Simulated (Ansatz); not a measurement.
Calculated with Ansatz (gas phase, PBE0-D4/def2-TZVP geometries, no zero-point term in ΔE). CCSD(T)/CBS adds triple-zeta CCSD(T) − MP2 to the extrapolated MP2 energy (def2 sets, frozen cores). Functionals use def2-TZVPP. B3LYP here is the variant with VWN-RPA as its local correlation; programs differ in this. For Se outer-core shells are correlated without core-valence functions, which leaves a few kJ/mol of doubt a bond. Scalar relativity is left out up to krypton. Each species was taken in one conformer, which may not be the lowest.

Reaction (ligand exchange at the Si–C bond): `C[SiH2]C(=S)S` + `B[SeH]` → `B[Se][SiH2]C` + `S=CS`

`C[SiH2]C(=S)S`:

Z-matrix (Å, degrees):
```
C
Si 1 1.860
H 1 1.091 2 109.8
H 1 1.092 2 110.7 3 -119.9
H 1 1.093 2 110.5 3 120.0
C 2 1.902 1 109.5 3 56.1
H 2 1.485 1 112.2 3 -61.6
H 2 1.490 1 111.5 3 176.1
S 6 1.719 2 115.2 1 129.6
S 6 1.627 2 118.6 1 -50.9
H 9 1.350 6 97.4 2 178.5
```

`B[SeH]`:

```xyz
5

B    -0.317    0.526    0.172
Se    1.152   -0.409   -0.585
H    -1.249   -0.058    0.622
H    -0.234    1.714    0.161
H     0.648   -1.773   -0.370
```

`B[Se][SiH2]C`:

Z-matrix (Å, degrees):
```
Si
Se 1 2.302
C 1 1.863 2 110.9
H 1 1.486 2 105.8 3 120.7
H 1 1.485 2 108.2 3 -122.3
B 2 1.907 1 97.4 3 67.8
H 3 1.092 1 110.7 2 59.5
H 3 1.092 1 110.5 2 -60.5
H 3 1.093 1 110.3 2 179.7
H 6 1.193 2 121.0 1 0.9
H 6 1.192 2 117.0 1 -179.2
```

`S=CS`:

Z-matrix (Å, degrees):
```
C
S 1 1.613
S 1 1.720 2 128.9
H 1 1.092 2 121.4 3 180.0
H 3 1.347 1 96.2 2 -0.0
```

| level | ΔE (kJ/mol) | difference from CCSD(T)/CBS |
| --- | --- | --- |
| PBE-D4 | -50.0 | 2.2 |
| r2SCAN-D4 | -51.3 | 0.9 |
| PBE0-D4 | -53.4 | -1.2 |
| B3LYP-D4 | -49.1 | 3.1 |
| ωB97X-V | -52.0 | 0.2 |
| ωB97M-V | -51.4 | 0.8 |
| B2PLYP | -51.6 | 0.6 |
| PBE | -52.2 | 0.0 |
| r2SCAN | -52.0 | 0.2 |
| PBE0 | -55.3 | -3.1 |
| B3LYP | -52.6 | -0.4 |
| HF/def2-TZVPP | -60.1 | -7.9 |
| MP2/def2-TZVPP | -51.9 | 0.3 |
| SCS-MP2/def2-TZVPP | -51.7 | 0.5 |
| CCSD/def2-TZVPP | -52.1 | 0.1 |
| CCSD(T)/def2-TZVPP | -50.0 | 2.2 |
| HF/def2-QZVPP | -59.8 | -7.6 |
| MP2/def2-QZVPP | -53.1 | -0.9 |
| SCS-MP2/def2-QZVPP | -52.7 | -0.5 |
| HF/CBS(def2) | -59.8 | -7.6 |
| MP2/CBS(def2) | -54.2 | -2.0 |
| CCSD/CBS(def2) | -54.4 | -2.2 |
| CCSD(T)/CBS | -52.2 | 0 |

Largest T1 diagnostic among the species: 0.018.

From PBE to PBE0 (25 % exact exchange), in def2-TZVPP and without D4, ΔE moves by −3.1 kJ/mol. In def2-TZVPP, CCSD(T) changes the Hartree–Fock value by +10.1 kJ/mol (the triples alone add +2.1 kJ/mol) and MP2 by +8.2 kJ/mol.
